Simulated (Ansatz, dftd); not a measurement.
System: HBOF, charge 0, doublet. HBOF (SMILES [O]BF, doublet).
B3LYP-D3(BJ)/def2-TZVP minimum from Ansatz (a quantum-chemistry and plane-wave program):
```xyz
4

B     -0.3548     0.0593    -0.1697
H     -1.4301     0.2698    -0.6753
F      0.3283     1.0031     0.4588
O      0.0312    -1.1993    -0.3257
```
Charge 0, spin multiplicity 2.

Wanted: atomisation energy (electronic, to ground-state atoms), in kcal/mol. Open shells are spin-unrestricted; no spin-orbit coupling. Cores are frozen in correlated methods. Rows without X2C or -DK are non-relativistic. CBS(X,Y): correlation extrapolated as X^-3, Hartree-Fock from the larger set (Q,5: extrapolated as (X+1)exp(-9√X)). A bracket is a step between two methods taken in the basis named. The functionals are non-relativistic, so their misses hold any scalar relativity. Double hybrids freeze cores in their MP2 part. '+ core + X2C': CCSD(T) terms for core correlation (cc-pwCVTZ) and scalar relativity (cc-pVTZ-DK). Where a partner has so few electrons that a lower coupled-cluster level is exact, that level stands in.

Compared with CCSD(T)/CBS(cc-pVQZ,cc-pV5Z) + [CCSDT(Q) - CCSD(T)]/cc-pVTZ + core + X2C (Ansatz): 375.5 kcal/mol.

Costs are rough ratios of core time, to one figure, on one kind of shared machine, summed over the single points of the molecules; atoms, geometries and frequencies are left out. The first row took roughly 8 core seconds; short runs hold start-up time.

| level | program | cost relative to the first row |
|---|---|---|
| PBE0/def2-TZVPD | Ansatz | 1 |
| B2GP-PLYP/def2-TZVPD | Ansatz | 2 |
| B2PLYP-D3(BJ)/def2-TZVPD | Ansatz + dftd3 | 2 |
| wB97M-V/def2-TZVPD | Ansatz | 3 |
| CCSD(T)/cc-pVQZ | Ansatz | 30 |
| CCSD(T)/CBS(cc-pVTZ,cc-pVQZ) + core + X2C | Ansatz | 70 |

Among the rows that cost no more than wB97M-V/def2-TZVPD, which comes nearest?

B2PLYP-D3(BJ)/def2-TZVPD.
```json
[
 {"level": "PBE0/def2-TZVPD", "difference (kcal/mol)": "1.2"},
 {"level": "B2GP-PLYP/def2-TZVPD", "difference (kcal/mol)": "-2.5"},
 {"level": "B2PLYP-D3(BJ)/def2-TZVPD", "difference (kcal/mol)": "-0.3"},
 {"level": "wB97M-V/def2-TZVPD", "difference (kcal/mol)": "2.6"},
 {"level": "CCSD(T)/cc-pVQZ", "difference (kcal/mol)": "-4.7"},
 {"level": "CCSD(T)/CBS(cc-pVTZ,cc-pVQZ) + core + X2C", "difference (kcal/mol)": "0.0"}
]
```
